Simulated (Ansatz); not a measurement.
`OB(F)CF` → B• + C• + 2 F• + 3 H• + O•  (atomization)

Computed with Ansatz on PBE0-D4/def2-TZVP structures; ΔE is electronic, products minus reactants. CCSD(T)/CBS is the MP2 limit (def2-TZVPP, def2-QZVPP) plus CCSD(T) − MP2 in def2-TZVPP, frozen cores. This one scheme is used for every species, atoms too. Functionals use def2-TZVPP. HSE06 is defined as in plane-wave codes. No spin–orbit coupling; open shells (•) take unrestricted orbitals. Spin–orbit coupling would lower the free atoms: a little for B, C, F, O. Each species was taken in one conformer, which may not be the lowest.

```tsv
level	ΔE (eV)
PBE0-D4	35.07
r2SCANh-D4	34.92
PBE-QIDH	34.82
BLYP	34.90
HSE06	35.02
HF/def2-SVP	26.19
CCSD/def2-TZVPP	33.58
HF/def2-QZVPP	25.83
```

**Question.** What does CCSD(T)/CBS give? (An estimate is asked.)

**Answer.** The calculation gave: +35.01 eV. The listed levels differ from it by 0.06, -0.09, -0.19, -0.11, 0.01, -8.82, -1.43, -9.18 eV.

Largest T1 diagnostic among the species: 0.014.

From BLYP to BHLYP (50 % exact exchange), in def2-TZVPP and without D4, ΔE moves by −1.39 eV: exact exchange takes away binding that semilocal exchange gives to molecules. At CCSD(T), def2-SVP lies −1.60 eV from the extrapolated value and def2-TZVPP −0.88 eV: correlation converges slowly with the basis, and small sets miss more of it in the bonded molecule than in its fragments. Leaving LDA and LC-ωPBE aside and taking each functional with its dispersion term where it has one, the values, not all of them listed here, spread over 2.40 eV, from BHLYP-D4 to PBE-D4. LDA lies +4.92 eV from PBE without D4, its usual overbinding.

For atomizations the MP2-based limit and the directly extrapolated one differ by several kJ/mol either way, and by 10 to 25 for some Ge, Se and Sn compounds, so smaller differences from it don't rank the levels.
